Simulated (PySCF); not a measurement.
Compound: GaH4 (charge -1).
Cartesian coordinates in Å at the PBE0-D3(BJ)/def2-SVP level; atoms count from 1:
```xyz
5
GaH4 angstrom
Ga     0.003    0.001   -0.007
H      0.193    0.437   -1.562
H     -0.895    1.118    0.761
H      1.461   -0.110    0.705
H     -0.746   -1.440    0.068
```

Computed, not measured: PySCF 2.14.0, PBE0-D3(BJ)/def2-SVP geometry optimisation, gas phase.

**Question.** Which atoms are bound to Ga1, and at what distances?

**Answer.** 4 atoms: H4 1.626 Å, H5 1.626 Å, H3 1.626 Å, H2 1.626 Å.

**Question.** List the angles at Ga1.

**Answer.** 
```tsv
angle	degrees	distance of the outer atoms (Å)
H2–Ga1–H5	109.6	2.66
H3–Ga1–H4	109.6	2.66
H3–Ga1–H5	109.4	2.65
H2–Ga1–H3	109.4	2.65
H2–Ga1–H4	109.4	2.65
H4–Ga1–H5	109.4	2.65
```

**Question.** What is the shape at Ga1?

**Answer.** Tetrahedral: angles from 109.4° to 109.6°; τ4 = (360° − α − β)/141° = 1.00 with α and β the two widest (0 for a square, 1 for a tetrahedron).

**Question.** What are the rotational constants (commonest isotopes, rigid rotor)?

**Answer.** A = 71187, B = 71176, C = 71027 MHz: a spherical top.

Point group: Td (tolerance 0.08 Å). Charge -1, singlet. No PBE0-D3(BJ)/def2-SVP frequencies stand behind this structure, so it isn't proved a minimum.

The run took about 5 s of CPU time (one thread, shared machine). These figures are those of the optimisation.
